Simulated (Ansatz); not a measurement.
`F[SiH2][SiH2]S` + HCl → `F[SiH2][SiH2]Cl` + H₂S  (ligand exchange at the Si–S bond)

Calculated with Ansatz (gas phase, PBE0-D4/def2-TZVP geometries, no zero-point term in ΔE). CBS: MP2 limit from def2 TZ/QZ plus the TZ coupled-cluster correction, frozen cores. This one scheme is used for every species. DFT in def2-TZVPP. B3LYP here is the variant with VWN-RPA as its local correlation; programs differ in this. Each species was taken in one conformer, which may not be the lowest.

(1) Is it downhill or uphill in electronic energy at CCSD(T)/CBS, and by how much? (Estimate.)

(2) What do these levels give: r2SCAN-D4, PBE0-D4, B3LYP-D4, ωB97X-V, PBE, B3LYP, MP2/def2-TZVPP, CCSD(T)/def2-TZVPP, HF/def2-QZVPP, MP2/def2-QZVPP, SCS-MP2/def2-QZVPP, HF/CBS(def2)? (Estimate.)

Largest T1 diagnostic among the species: 0.012.

Answers

(1) Ansatz gave: Downhill: ΔE = -34.5 kJ/mol.

(2) Computed: r2SCAN-D4 -32.9, PBE0-D4 -30.6, B3LYP-D4 -35.0, ωB97X-V -36.1, PBE -30.7, B3LYP -38.5, MP2/def2-TZVPP -33.9, CCSD(T)/def2-TZVPP -33.4, HF/def2-QZVPP -47.3, MP2/def2-QZVPP -34.8, SCS-MP2/def2-QZVPP -37.3, HF/CBS(def2) -47.4 kJ/mol.

The D4 term adds +3.5 kJ/mol with B3LYP and +2.0 kJ/mol with PBE0; it sums over pairs of atoms, weighted by their polarisabilities, and B3LYP, whose exchange is more repulsive, gets the larger term. In def2-TZVPP, CCSD(T) changes the Hartree–Fock value by +13.2 kJ/mol (the triples alone add +2.1 kJ/mol) and MP2 by +12.7 kJ/mol.
